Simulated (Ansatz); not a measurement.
`[SiH3][SiH2][InH2]` + H₂ → `[InH3]` + `[SiH3][SiH3]` at 500 K and 1 bar (hydrogenolysis of the In–Si bond).

Computed with Ansatz on PBE0-D4/def2-TZVP structures; ΔE is electronic, products minus reactants. CBS: MP2 limit from def2 TZ/QZ plus the TZ coupled-cluster correction, frozen cores. This one scheme is used for every species. def2 core potentials past Kr. For In outer-core shells are correlated without core-valence functions, which leaves a few kJ/mol of doubt a bond.

| species | CCSD(T)/CBS energy (Eh) | H − E (kJ/mol) | S (J/(mol·K)) |
| --- | --- | --- | --- |
| `[SiH3][SiH2][InH2]` | -772.14490 | 190.9 | 451.9 |
| H₂ | -1.17544 | 41.0 | 145.5 |
| `[InH3]` | -191.56739 | 65.2 | 255.5 |
| `[SiH3][SiH3]` | -581.74359 | 163.1 | 323.1 |

H − E and S are ideal-gas, rigid-rotor, harmonic terms from PBE0-D4/def2-TZVP, for one conformer and one mirror image of each species. The MP2-based limit puts H₂ 0.8 mEh under its directly extrapolated value; such offsets cancel only in part. 1 Eh = 2625.50 kJ/mol, R = 8.31446 J/(mol·K).

Q: By hand: ΔE, ΔH, ΔS and ΔG.

A: ΔE = (-191.56739) + (-581.74359) − (-772.14490) − (-1.17544) = 0.00936 Eh = 24.6 kJ/mol. Δ(H − E) = 65.2 + 163.1 − 190.9 − 41.0 = -3.6, so ΔH = 21.0 kJ/mol. ΔS = 255.5 + 323.1 − 451.9 − 145.5 = -18.8 J/(mol·K). ΔG = 21.0 − 500 × (-18.8)/1000 = 30.4 kJ/mol.

Q: By hand: the equilibrium constant, and the temperature at which ΔG would vanish if ΔH and ΔS stayed fixed.

A: log₁₀ K = −ΔG/(RT ln 10) = -3.2. ΔH and −TΔS have one sign here, so there is no such temperature.

TΔS isn't small against ΔH here. A doubt of 5 kJ/mol in ΔE shifts log₁₀ K by 0.5 here. Other conformers and mirror images would add mixing entropy, several J/(mol·K) or more a flexible species. Modes under 60 cm⁻¹, often nearly free rotors, make the harmonic entropy too high. These are equilibria of isolated gas molecules and say nothing of rates. Largest T1 diagnostic: 0.014 (customary marks: 0.02 for closed shells, 0.045 for open ones).
